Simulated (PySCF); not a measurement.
**Orbital levels and atomic charges: [C16H31N2]+**

System: [C16H31N2]+ (ionic-liquid cation), SMILES CCCCCCCCCCCC[n+]1ccn(C)c1.

Cartesian coordinates (Å):
```
  1 C    -8.267   -0.008    0.451
  2 C    -7.456   -0.316   -0.802
  3 C    -6.015   -0.731   -0.501
  4 C    -5.174    0.388    0.112
  5 C    -3.717   -0.033    0.288
  6 C    -2.875    1.086    0.898
  7 C    -1.436    0.673    1.212
  8 C    -0.605    0.365   -0.032
  9 C     0.855    0.078    0.321
 10 C     1.680   -0.232   -0.926
 11 C     3.117   -0.666   -0.628
 12 C     3.936    0.475   -0.013
 13 N     5.325    0.105    0.135
 14 C     5.875   -0.512    1.216
 15 C     7.189   -0.734    0.935
 16 N     7.421   -0.251   -0.317
 17 C     8.689   -0.274   -0.995
 18 C     6.278    0.249   -0.782
 19 H    -7.883    0.871    0.961
 20 H    -8.237   -0.850    1.141
 21 H    -9.306    0.182    0.190
 22 H    -7.943   -1.130   -1.344
 23 H    -7.451    0.560   -1.455
 24 H    -5.544   -1.052   -1.434
 25 H    -6.023   -1.588    0.176
 26 H    -5.584    0.665    1.084
 27 H    -5.220    1.268   -0.534
 28 H    -3.672   -0.912    0.936
 29 H    -3.310   -0.314   -0.686
 30 H    -2.865    1.942    0.220
 31 H    -3.348    1.409    1.828
 32 H    -0.955    1.487    1.762
 33 H    -1.448   -0.204    1.864
 34 H    -1.023   -0.501   -0.546
 35 H    -0.651    1.216   -0.716
 36 H     0.895   -0.772    1.005
 37 H     1.264    0.948    0.839
 38 H     1.696    0.642   -1.580
 39 H     1.193   -1.041   -1.473
 40 H     3.593   -0.981   -1.559
 41 H     3.109   -1.520    0.052
 42 H     3.543    0.724    0.974
 43 H     3.875    1.357   -0.654
 44 H     5.312   -0.741    2.098
 45 H     7.956   -1.189    1.529
 46 H     8.599    0.209   -1.966
 47 H     9.022   -1.303   -1.137
 48 H     9.439    0.253   -0.403
 49 H     6.146    0.704   -1.744
```

Method: B3LYP/6-31G*, gas phase, PySCF, fitting set def2-universal-JFIT up to Ne and JKFIT beyond, grid level 1.

Task: Give the orbital energies near the gap.

Result: 
| orbital | eV |
| --- | --- |
| HOMO-4 | -10.39 |
| HOMO-3 | -10.24 |
| HOMO-2 | -10.00 |
| HOMO-1 | -9.82 |
| HOMO | -9.42 |
| LUMO | -4.77 |
| LUMO+1 | -3.77 |
| LUMO+2 | -1.76 |
| LUMO+3 | -1.42 |

Task: Give the partial charges of the non-hydrogen atoms.

Result: 
```json
{"atom": "C1", "Mulliken": "-0.44", "IAO": "-0.40", "Hirshfeld": "-0.09"}
{"atom": "C2", "Mulliken": "-0.25", "IAO": "-0.23", "Hirshfeld": "-0.04"}
{"atom": "C3", "Mulliken": "-0.25", "IAO": "-0.23", "Hirshfeld": "-0.05"}
{"atom": "C4", "Mulliken": "-0.25", "IAO": "-0.23", "Hirshfeld": "-0.05"}
{"atom": "C5", "Mulliken": "-0.26", "IAO": "-0.23", "Hirshfeld": "-0.05"}
{"atom": "C6", "Mulliken": "-0.25", "IAO": "-0.23", "Hirshfeld": "-0.05"}
{"atom": "C7", "Mulliken": "-0.26", "IAO": "-0.23", "Hirshfeld": "-0.05"}
{"atom": "C8", "Mulliken": "-0.26", "IAO": "-0.23", "Hirshfeld": "-0.05"}
{"atom": "C9", "Mulliken": "-0.27", "IAO": "-0.23", "Hirshfeld": "-0.05"}
{"atom": "C10", "Mulliken": "-0.27", "IAO": "-0.24", "Hirshfeld": "-0.04"}
{"atom": "C11", "Mulliken": "-0.27", "IAO": "-0.24", "Hirshfeld": "-0.05"}
{"atom": "C12", "Mulliken": "-0.20", "IAO": "-0.15", "Hirshfeld": "0.02"}
{"atom": "N13", "Mulliken": "-0.32", "IAO": "-0.01", "Hirshfeld": "0.04"}
{"atom": "C14", "Mulliken": "0.02", "IAO": "-0.07", "Hirshfeld": "0.02"}
{"atom": "C15", "Mulliken": "0.02", "IAO": "-0.07", "Hirshfeld": "0.02"}
{"atom": "N16", "Mulliken": "-0.33", "IAO": "-0.02", "Hirshfeld": "0.04"}
{"atom": "C17", "Mulliken": "-0.36", "IAO": "-0.31", "Hirshfeld": "0.00"}
{"atom": "C18", "Mulliken": "0.26", "IAO": "0.06", "Hirshfeld": "0.10"}
```
